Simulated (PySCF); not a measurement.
C2H6Si, singlet, geometry from GFN2-xTB; CASSCF(10,8)/6-31G* (PySCF).

Here is a job for PySCF.
```python
from pyscf import gto, scf, mcscf
import numpy

mol = gto.Mole()
mol.atom = '''
    Si   -0.255208    0.117706    0.699887
    C     0.742076    1.267256   -0.480591
    H     0.906369    2.250623   -0.043893
    H     0.224615    1.415587   -1.429043
    H     1.722472    0.846447   -0.706355
    C    -0.404166   -1.423106   -0.446098
    H     0.574773   -1.784277   -0.763213
    H    -0.973821   -1.191736   -1.346758
    H    -0.908952   -2.249431    0.050977
'''
mol.basis = '6-31g*'
mol.charge = 0
mol.spin = 0
mol.verbose = 4
mol.build()

mf = scf.RHF(mol)
mf.kernel()
mc = mcscf.CASSCF(mf, 8, 10)
mc.fix_spin_(ss=0.0)
mc.kernel()
occ = numpy.linalg.eigvalsh(mc.fcisolver.make_rdm1(mc.ci, mc.ncas, mc.nelecas))[::-1]
ss = mc.fcisolver.spin_square(mc.ci, mc.ncas, mc.nelecas)[0]
print('natural occupations', occ.round(4), ' <S^2>', round(ss, 4))
```

**Question.** Predict the main parts of the log of this PySCF run.

**Answer.** 
```
PySCF version 2.14.0

[INPUT] verbose = 4
[INPUT] num. atoms = 9
[INPUT] num. electrons = 32
[INPUT] charge = 0
[INPUT] spin (= nelec alpha-beta = 2S) = 0
[INPUT] symmetry False subgroup None
[INPUT] Mole.unit = angstrom
[INPUT] Symbol           X                Y                Z      unit          X                Y                Z       unit  Magmom
[...]
nuclear repulsion = 96.5062882544662
number of shells = 32
number of NR pGTOs = 129
number of NR cGTOs = 58
basis = 6-31g*
ecp = {}

******** <class 'pyscf.scf.hf.RHF'> ********
method = RHF
initial guess = minao
damping factor = 0
level_shift factor = 0
DIIS = <class 'pyscf.scf.diis.CDIIS'>
diis_start_cycle = 1
diis_space = 8
diis_damp = 0
SCF conv_tol = 1e-09
SCF conv_tol_grad = None
SCF max_cycles = 50
direct_scf = True
direct_scf_tol = 1e-13
Set gradient conv threshold to 3.16228e-05
Initial guess from minao.
init E= -368.079211419391
[...]
cycle= 1 E= -368.063939471951  delta_E= 0.0153  |g|= 0.249  |ddm|= 2.41
[...]
cycle= 2 E= -368.089253010569  delta_E= -0.0253  |g|= 0.0666  |ddm|= 0.351
[...]
cycle= 3 E= -368.091662580488  delta_E= -0.00241  |g|= 0.0231  |ddm|= 0.135
[...]
cycle= 4 E= -368.091875331687  delta_E= -0.000213  |g|= 0.00412  |ddm|= 0.0391
[...]
cycle= 5 E= -368.091888443652  delta_E= -1.31e-05  |g|= 0.000739  |ddm|= 0.0149
[...]
cycle= 6 E= -368.091889015667  delta_E= -5.72e-07  |g|= 0.000201  |ddm|= 0.0031
[...]
cycle= 7 E= -368.091889051974  delta_E= -3.63e-08  |g|= 4.12e-05  |ddm|= 0.000797
[...]
cycle= 8 E= -368.091889053483  delta_E= -1.51e-09  |g|= 9.05e-06  |ddm|= 0.000152
[...]
cycle= 9 E= -368.091889053551  delta_E= -6.77e-11  |g|= 1e-06  |ddm|= 2.74e-05
[...]
Extra cycle  E= -368.091889053551  delta_E=    0  |g|= 3.62e-07  |ddm|= 2.03e-06
converged SCF energy = -368.091889053551

******** <class 'pyscf.mcscf.mc1step.CASSCF'> ********
CAS (5e+5e, 8o), ncore = 11, nvir = 39
max_cycle_macro = 50
max_cycle_micro = 4
conv_tol = 1e-07
conv_tol_grad = None
orbital rotation max_stepsize = 0.02
orbital rotation threshold for CI restart = 0.01
augmented hessian ah_max_cycle = 30
augmented hessian ah_conv_tol = 1e-12
augmented hessian ah_linear dependence = 1e-14
augmented hessian ah_level shift = 1e-08
augmented hessian ah_start_tol = 2.5
augmented hessian ah_start_cycle = 3
augmented hessian ah_grad_trust_region = 3
kf_trust_region = 3
kf_interval = 4
ci_response_space = 4
ci_grad_trust_region = 3
with_dep4 0
natorb = False
canonicalization = True
sorting_mo_energy = False
ao2mo_level = 2
internal_rotation = False
******** <class 'pyscf.fci.addons.SpinPenaltyFCISolver'> ********
max. cycles = 50
conv_tol = 1e-08
davidson only = True
linear dependence = 1e-12
level shift = 0.001
max iter space = 12
nroots = 1
pspace_size = 400
spin = None
CASCI E = -368.100106302207  S^2 = 0.0000000
Set conv_tol_grad to 0.000316228
macro iter   1 ( 21 JK    4 micro), CASSCF E = -368.117857339247  dE = -1.77510370e-02  S^2 = 0.0000000
               |grad[o]|=0.0171  |grad[c]|=0.0335  |ddm|=0.0573  |maxRot[o]|=0.256
macro iter   2 ( 21 JK    4 micro), CASSCF E = -368.123776690283  dE = -5.91935104e-03  S^2 = 0.0000000
               |grad[o]|=0.0143  |grad[c]|=0.0181  |ddm|=0.0157  |maxRot[o]|=0.288
macro iter   3 ( 21 JK    4 micro), CASSCF E = -368.126618077325  dE = -2.84138704e-03  S^2 = 0.0000000
               |grad[o]|=0.0088  |grad[c]|=0.0394  |ddm|=0.00703  |maxRot[o]|=0.313
macro iter   4 ( 21 JK    4 micro), CASSCF E = -368.131349973476  dE = -4.73189615e-03  S^2 = 0.0000000
               |grad[o]|=0.0116  |grad[c]|=0.0376  |ddm|=0.012  |maxRot[o]|=0.312
macro iter   5 ( 21 JK    4 micro), CASSCF E = -368.134948772156  dE = -3.59879868e-03  S^2 = 0.0000000
               |grad[o]|=0.0153  |grad[c]|=0.0335  |ddm|=0.0106  |maxRot[o]|=0.173
macro iter   6 ( 21 JK    4 micro), CASSCF E = -368.136885099503  dE = -1.93632735e-03  S^2 = 0.0000000
               |grad[o]|=0.0127  |grad[c]|=0.0124  |ddm|=0.00665  |maxRot[o]|=0.116
macro iter   7 ( 17 JK    4 micro), CASSCF E = -368.137684696172  dE = -7.99596669e-04  S^2 = 0.0000000
               |grad[o]|=0.0075  |grad[c]|=0.00887  |ddm|=0.00658  |maxRot[o]|=0.111
macro iter   8 (  7 JK    2 micro), CASSCF E = -368.138023336277  dE = -3.38640105e-04  S^2 = 0.0000000
               |grad[o]|=0.00463  |grad[c]|=0.000888  |ddm|=0.00244  |maxRot[o]|=0.066
macro iter   9 (  7 JK    2 micro), CASSCF E = -368.138240377844  dE = -2.17041567e-04  S^2 = 0.0000000
               |grad[o]|=0.00314  |grad[c]|=0.00328  |ddm|=0.00246  |maxRot[o]|=0.0614
macro iter  10 ( 21 JK    4 micro), CASSCF E = -368.138336213866  dE = -9.58360214e-05  S^2 = 0.0000000
               |grad[o]|=0.00229  |grad[c]|=0.0021  |ddm|=0.00154  |maxRot[o]|=0.0484
macro iter  11 (  7 JK    2 micro), CASSCF E = -368.138396919104  dE = -6.07052382e-05  S^2 = 0.0000000
               |grad[o]|=0.00181  |grad[c]|=0.0035  |ddm|=0.00185  |maxRot[o]|=0.0699
macro iter  12 ( 17 JK    4 micro), CASSCF E = -368.138405728038  dE = -8.80893379e-06  S^2 = 0.0000000
               |grad[o]|=0.00154  |grad[c]|=0.0121  |ddm|=0.0027  |maxRot[o]|=0.126
macro iter  13 (  7 JK    2 micro), CASSCF E = -368.138438476233  dE = -3.27481952e-05  S^2 = 0.0000000
               |grad[o]|=0.00137  |grad[c]|=0.00223  |ddm|=0.000759  |maxRot[o]|=0.0699
macro iter  14 ( 17 JK    4 micro), CASSCF E = -368.138425866599  dE =  1.26096339e-05  S^2 = 0.0000000
               |grad[o]|=0.0013  |grad[c]|=0.00456  |ddm|=0.00218  |maxRot[o]|=0.105
macro iter  15 ( 21 JK    4 micro), CASSCF E = -368.138445467015  dE = -1.96004162e-05  S^2 = 0.0000000
               |grad[o]|=0.00138  |grad[c]|=0.00149  |ddm|=0.000603  |maxRot[o]|=0.0399
macro iter  16 ( 21 JK    4 micro), CASSCF E = -368.138452011285  dE = -6.54427004e-06  S^2 = 0.0000000
               |grad[o]|=0.00123  |grad[c]|=0.00135  |ddm|=0.000469  |maxRot[o]|=0.0712
macro iter  17 ( 12 JK    3 micro), CASSCF E = -368.138458666183  dE = -6.65489836e-06  S^2 = 0.0000000
[...]
macro iter  22 ( 22 JK    4 micro), CASSCF E = -368.138511432556  dE = -2.68669197e-05  S^2 = 0.0000000
               |grad[o]|=0.0009  |grad[c]|=0.00182  |ddm|=0.000647  |maxRot[o]|=0.0604
macro iter  23 ( 21 JK    4 micro), CASSCF E = -368.138543188352  dE = -3.17557959e-05  S^2 = 0.0000000
               |grad[o]|=0.000987  |grad[c]|=0.00601  |ddm|=0.00141  |maxRot[o]|=  0.1
macro iter  24 ( 17 JK    4 micro), CASSCF E = -368.138525840125  dE =  1.73482270e-05  S^2 = 0.0000000
               |grad[o]|=0.00131  |grad[c]|=0.00172  |ddm|=0.000827  |maxRot[o]|=0.0726
macro iter  25 ( 23 JK    4 micro), CASSCF E = -368.138547235056  dE = -2.13949304e-05  S^2 = 0.0000000
               |grad[o]|=0.00112  |grad[c]|=0.000705  |ddm|=0.000366  |maxRot[o]|=0.0408
macro iter  26 ( 21 JK    4 micro), CASSCF E = -368.138565877517  dE = -1.86424617e-05  S^2 = 0.0000000
               |grad[o]|=0.00107  |grad[c]|=0.00121  |ddm|=0.000311  |maxRot[o]|=0.0343
macro iter  27 ( 21 JK    4 micro), CASSCF E = -368.138530617941  dE =  3.52595767e-05  S^2 = 0.0000000
               |grad[o]|=0.00101  |grad[c]|=0.0034  |ddm|=0.000576  |maxRot[o]|=0.0553
macro iter  28 ( 24 JK    4 micro), CASSCF E = -368.138555933790  dE = -2.53158495e-05  S^2 = 0.0000000
               |grad[o]|=0.000944  |grad[c]|=0.000664  |ddm|=0.000345  |maxRot[o]|=0.0443
macro iter  29 ( 21 JK    4 micro), CASSCF E = -368.138576278986  dE = -2.03451958e-05  S^2 = 0.0000000
               |grad[o]|=0.000904  |grad[c]|=0.0012  |ddm|=0.000297  |maxRot[o]|=0.0376
macro iter  30 ( 21 JK    4 micro), CASSCF E = -368.138577975102  dE = -1.69611593e-06  S^2 = 0.0000000
               |grad[o]|=0.000845  |grad[c]|=0.00199  |ddm|=0.00033  |maxRot[o]|=0.0462
macro iter  31 ( 21 JK    4 micro), CASSCF E = -368.138533516704  dE =  4.44583981e-05  S^2 = 0.0000000
               |grad[o]|=0.000893  |grad[c]|=0.00267  |ddm|=0.000895  |maxRot[o]|=0.0896
macro iter  32 ( 21 JK    4 micro), CASSCF E = -368.138560801105  dE = -2.72844013e-05  S^2 = 0.0000000
               |grad[o]|=0.00125  |grad[c]|=0.000703  |ddm|=0.000342  |maxRot[o]|=0.0386
macro iter  33 ( 12 JK    3 micro), CASSCF E = -368.138568102782  dE = -7.30167642e-06  S^2 = 0.0000000
               |grad[o]|=0.00104  |grad[c]|=0.000573  |ddm|=0.00054  |maxRot[o]|=0.0273
macro iter  34 ( 21 JK    4 micro), CASSCF E = -368.138553239354  dE =  1.48634274e-05  S^2 = 0.0000000
               |grad[o]|=0.000995  |grad[c]|=0.0029  |ddm|=0.000487  |maxRot[o]|=0.0439
macro iter  35 ( 21 JK    4 micro), CASSCF E = -368.138582444951  dE = -2.92055965e-05  S^2 = 0.0000000
               |grad[o]|=0.00135  |grad[c]|=0.0018  |ddm|=0.000349  |maxRot[o]|=0.0477
macro iter  36 ( 12 JK    3 micro), CASSCF E = -368.138597637522  dE = -1.51925714e-05  S^2 = 0.0000000
               |grad[o]|=0.00116  |grad[c]|=0.000353  |ddm|=0.000415  |maxRot[o]|=0.031
macro iter  37 ( 21 JK    4 micro), CASSCF E = -368.138562281318  dE =  3.53562043e-05  S^2 = 0.0000000
               |grad[o]|=0.0011  |grad[c]|=0.00428  |ddm|=0.000345  |maxRot[o]|=0.0635
macro iter  38 ( 22 JK    4 micro), CASSCF E = -368.138602714548  dE = -4.04332301e-05  S^2 = 0.0000000
               |grad[o]|=0.00135  |grad[c]|=0.00172  |ddm|=0.000356  |maxRot[o]|=0.0636
macro iter  39 ( 21 JK    4 micro), CASSCF E = -368.138630246900  dE = -2.75323521e-05  S^2 = 0.0000000
               |grad[o]|=0.00118  |grad[c]|=0.000915  |ddm|=0.000294  |maxRot[o]|=0.0405
macro iter  40 ( 17 JK    4 micro), CASSCF E = -368.138599572256  dE =  3.06746437e-05  S^2 = 0.0000000
               |grad[o]|=0.00112  |grad[c]|=0.00589  |ddm|=0.00097  |maxRot[o]|=0.0585
macro iter  41 ( 22 JK    4 micro), CASSCF E = -368.138637661226  dE = -3.80889698e-05  S^2 = 0.0000000
               |grad[o]|=0.00105  |grad[c]|=0.00164  |ddm|=0.000327  |maxRot[o]|=0.0684
macro iter  42 ( 21 JK    4 micro), CASSCF E = -368.138654232947  dE = -1.65717208e-05  S^2 = 0.0000000
               |grad[o]|=0.00098  |grad[c]|=0.00119  |ddm|=0.000343  |maxRot[o]|=0.0272
macro iter  43 (  7 JK    2 micro), CASSCF E = -368.138694062024  dE = -3.98290769e-05  S^2 = 0.0000000
               |grad[o]|=0.000945  |grad[c]|=0.000655  |ddm|=0.000547  |maxRot[o]|=0.0469
macro iter  44 (  7 JK    2 micro), CASSCF E = -368.138738321713  dE = -4.42596893e-05  S^2 = 0.0000000
               |grad[o]|=0.000926  |grad[c]|=0.000898  |ddm|=0.000629  |maxRot[o]|=0.0573
macro iter  45 (  7 JK    2 micro), CASSCF E = -368.138785691377  dE = -4.73696639e-05  S^2 = 0.0000000
               |grad[o]|=0.000973  |grad[c]|=0.00115  |ddm|=0.000714  |maxRot[o]|=0.0633
macro iter  46 (  7 JK    2 micro), CASSCF E = -368.138833298187  dE = -4.76068099e-05  S^2 = 0.0000000
               |grad[o]|=0.00106  |grad[c]|=0.00142  |ddm|=0.000765  |maxRot[o]|=0.0665
macro iter  47 (  7 JK    2 micro), CASSCF E = -368.138879134462  dE = -4.58362750e-05  S^2 = 0.0000000
               |grad[o]|=0.00115  |grad[c]|=0.0017  |ddm|=0.000781  |maxRot[o]|=0.0682
macro iter  48 (  7 JK    2 micro), CASSCF E = -368.138921764045  dE = -4.26295826e-05  S^2 = 0.0000000
               |grad[o]|=0.00122  |grad[c]|=0.00199  |ddm|=0.000772  |maxRot[o]|=0.0691
macro iter  49 (  7 JK    2 micro), CASSCF E = -368.138960098866  dE = -3.83348211e-05  S^2 = 0.0000000
               |grad[o]|=0.00124  |grad[c]|=0.00226  |ddm|=0.000742  |maxRot[o]|=0.0695
macro iter  50 (  7 JK    2 micro), CASSCF E = -368.138993285439  dE = -3.31865736e-05  S^2 = 0.0000000
               |grad[o]|=0.00122  |grad[c]|=0.00251  |ddm|=0.000701  |maxRot[o]|=0.0697
1-step CASSCF not converged,  50 macro (834 JK 172 micro) steps
CASSCF canonicalization
Density matrix diagonal elements [1.98271957 1.99952123 1.99883977 1.97972935 1.92056482 0.07913251
 0.01905085 0.02044191]
CASSCF energy = -368.138993285439
CASCI E = -368.138993285439  E(CI) = -18.2756335061125  S^2 = 0.0000000
natural occupations [1.9996 1.9993 1.9853 1.9795 1.9183 0.0791 0.0201 0.0189]  <S^2> 0.0
```

Convergence was not reached.
